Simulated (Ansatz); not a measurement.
# A basis-limit estimate, worked out

An elementary step of SiN2H8O, singlet (SiN₂H₆ ([NH2][SiH2][NH2]) + H₂O → SiNH₅O ([NH2][SiH2][OH]) + NH₃; bonds formed: Si1–O7, N2–H6; bonds broken: Si1–N2, H6–O7). “Start” is the structure reached by relaxing down from the saddle towards the reactants; PBE0-D4/def2-TZVP structures. The saddle:

| atom | x (Å) | y (Å) | z (Å) |
| --- | --- | --- | --- |
| Si1 | -0.3275 | -0.5034 | 0.2420 |
| N2 | 1.2143 | 0.5694 | -0.0386 |
| H3 | -1.5488 | -1.2057 | -0.2972 |
| H4 | 0.2895 | -1.4625 | 1.1998 |
| N5 | -1.2524 | 0.8289 | 0.8446 |
| H6 | 1.1535 | -0.2223 | -1.1732 |
| O7 | 0.5401 | -1.1292 | -1.4215 |
| H8 | 1.0661 | 1.5675 | -0.0955 |
| H9 | 1.9907 | 0.3780 | 0.5808 |
| H10 | -0.8756 | 1.5677 | 1.4159 |
| H11 | -2.2478 | 0.7283 | 0.9568 |
| H12 | -0.0020 | -1.1170 | -2.2140 |

Computed with Ansatz 0.2.0 (basis: def2-TZVPP and def2-QZVPP); correlated methods freeze the cores.

Energies in eV:

| quantity | saddle | start |
| --- | --- | --- |
| Hartree–Fock, triple zeta (X = 3) | -12992.09843 | -12993.85381 |
| Hartree–Fock, quadruple zeta (X = 4) | -12992.60488 | -12994.38212 |
| MP2 correlation, X = 3 | -23.21837 | -22.52720 |
| MP2 correlation, X = 4 | -24.92717 | -24.23776 |
| CCSD(T) correlation, X = 3 | -24.95842 | -24.33033 |

(1) Work out the barrier at the basis limit: extrapolate Hartree–Fock as E(X) = E∞ + A exp(−7.88 √X) and the MP2 correlation as E(X) = E∞ + B X^−2.97 (the exponents that Neese and Valeev fitted for def2-TZVPP and QZVPP), then add CCSD(T) − MP2 in triple zeta.

No T1 diagnostic of these runs exceeds 0.011.

Answers

(1) Each step is linear, so take the differences first (saddle − start): Hartree–Fock 1.75538 (X = 3) and 1.77724 (X = 4); MP2 correlation -0.69117 and -0.68941; CCSD(T) correlation -0.62809.
Two points give E∞ = E(4) + w [E(4) − E(3)], with w = 1/(exp(7.88 (2 − √3)) − 1) = 0.1377 for Hartree–Fock and w = 1/((4/3)^2.97 − 1) = 0.7407 for the correlation.
Hartree–Fock: 1.77724 + 0.1377 × 0.02186 = 1.7803 eV.
MP2 correlation: -0.68941 + 0.7407 × 0.00176 = -0.6881 eV.
CCSD(T) − MP2: -0.62809 − (-0.69117) = 0.0631 eV.
Sum: 1.7803 + (-0.6881) + 0.0631 = 1.1553 eV, or 26.64 kcal/mol. Plain CCSD(T) in triple zeta gives 1.1273 eV, so the larger basis shifts the result by 0.0280 eV.

The step is the kind of ligand exchange by which a precursor binds to a hydroxyl group, or is hydrolysed, in atomic layer deposition of oxides.

Labels in which every atom is bracketed show which atoms are joined, not bond orders.

For scale, one of the runs: CCSD(T)/def2-TZVPP, 247 basis functions, launched by `ansatz run in.yaml --threads 4 --pin off --events-out ev --progress --plain --max-ram 9574MiB`. The run took 2.1 min on 4 CPU threads of an Arm Neoverse V1 (shared host), with 5.2 GiB of host memory at its peak.
